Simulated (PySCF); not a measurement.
One of the candidates below gave these computed data.

All candidates are C7H5F3O.

* 13C NMR: chemical shifts (computed TMS as zero) by class: 163.7 (1 C), 138.7 (1 C), 136.3 (1 C), 133.5 (1 C), 123.3 (1 C), 123.1 (1 C), 115.7 (1 C) ppm [GIAO PBE0/pcSseg-1]
* Rotational structure: rotational constants A, B, C: 2.141, 0.742, 0.609 GHz [GFN2-xTB]
* 1H NMR: chemical shifts (computed TMS as zero) by class: 7.74 (1 H), 7.52 (1 H), 7.36 (1 H), 7.08 (1 H), 4.62 (1 H) ppm [GIAO PBE0/pcSseg-1]
* NMR, other nuclei: isotropic shieldings of nuclei other than C and H, by class: 208 (1 O), 249 (3 F) ppm [GIAO PBE0/pcSseg-1]
* Dipole: 2.01 D [PBE0/pcSseg-1]

Electronic properties: PySCF, gas phase, density fitting. Levels stand in brackets. One conformer (not necessarily the lowest) at the GFN2-xTB geometry, without solvent, vibrations or thermal averaging. Each NMR value is the plain mean over a class of atoms that symmetry, rotation or inversion makes alike.

**Question.** Which candidate is it?
A. `C=C1C=C(OC(F)(F)F)C1=C`
B. `Oc1cccc(C(F)(F)F)c1`
C. `Oc1cc(F)cc(C(F)F)c1`
D. `CC#C/C=C/C(=O)C(F)(F)F`

**Answer.** B. It is `Oc1cccc(C(F)(F)F)c1`. Numbering: `[OH:1][c:2]1[cH:3][cH:4][cH:5][c:6]([C:7]([F:8])([F:9])[F:10])[cH:11]1`. Its formula, C7H5F3O, gives 4 degrees of unsaturation: 1 ring and 3 π bonds in the structure found (Kekulé form). 7 carbons fall into 7 classes; from least to most shielded: aromatic carbon bearing oxygen [C2] (163.7 ppm), substituted aromatic carbon [C6] (138.7 ppm), aromatic CH carbon [C4] (136.3 ppm), CF3 carbon [C7] (133.5 ppm), aromatic CH carbon [C3] (123.3 ppm), aromatic CH carbon [C5] (123.1 ppm), aromatic CH carbon [C11] (115.7 ppm). Hydrogen classes from least to most shielded: 1 H on an aromatic CH carbon, C4 (7.74 ppm), 1 H on an aromatic CH carbon, C5 (7.52 ppm), 1 H on an aromatic CH carbon, C3 (7.36 ppm), 1 H on an aromatic CH carbon, C11 (7.08 ppm), 1 H on a phenol-type oxygen, O1 (4.62 ppm). The other shieldings belong to: 208 ppm, phenol-type oxygen [O1]; 249 ppm, fluorine of a CF3 group [F8/F9/F10]. The optimised geometry has point group C1 and is an asymmetric top.

The others, at the same levels:
- `CC#C/C=C/C(=O)C(F)(F)F` fails: its computed 13C shifts are 184.6 (1 C), 142.9 (1 C), 137.0 (1 C), 127.1 (1 C), 123.7 (1 C), 87.0 (1 C), 7.1 (1 C) ppm, 1H shifts are 7.45 (1 H), 6.96 (1 H), 2.46 (3 H) ppm and rotational constant A is 2.757 GHz (against 2.141 GHz).
- `C=C1C=C(OC(F)(F)F)C1=C` fails: its computed 13C shifts are 163.8 (1 C), 151.7 (1 C), 147.3 (1 C), 134.6 (1 C), 130.1 (1 C), 102.1 (1 C), 101.1 (1 C) ppm, 1H shifts are 6.51 (1 H), 5.29 (1 H), 5.26 (1 H), 5.22 (1 H), 5.18 (1 H) ppm and rotational constant A is 2.486 GHz (against 2.141 GHz).
- `Oc1cc(F)cc(C(F)F)c1` fails: its computed 13C shifts are 172.8 (1 C), 165.6 (1 C), 146.0 (1 C), 121.4 (1 C), 114.8 (1 C), 111.2 (1 C), 108.1 (1 C) ppm, 1H shifts are 7.48 (1 H), 6.81 (1 H), 6.70 (1 H), 6.59 (1 H), 4.65 (1 H) ppm and rotational constant A is 1.559 GHz (against 2.141 GHz).

Each candidate is one conformer, not necessarily the lowest. Dipoles, sizes and rotational constants follow the conformer. The torsions of the flexible species, by atom-mapped SMILES:
- `[OH:1][c:2]1[cH:3][cH:4][cH:5][c:6]([C:7]([F:8])([F:9])[F:10])[cH:11]1`: C5–C6–C7–F8 31°, H–O1–C2–C3 180°
- `[CH3:1][C:2]#[C:3]/[CH:4]=[CH:5]/[C:6](=[O:7])[C:8]([F:9])([F:10])[F:11]`: C4–C5–C6–O7 0°, C5–C6–C8–F9 59°
- `[CH2:1]=[C:2]1[CH:3]=[C:4]([O:5][C:6]([F:7])([F:8])[F:9])[C:10]1=[CH2:11]`: C3–C4–O5–C6 0°, C4–O5–C6–F7 180°
- `[OH:1][c:2]1[cH:3][c:4]([F:5])[cH:6][c:7]([CH:8]([F:9])[F:10])[cH:11]1`: C6–C7–C8–F9 122°, H–O1–C2–C3 0°
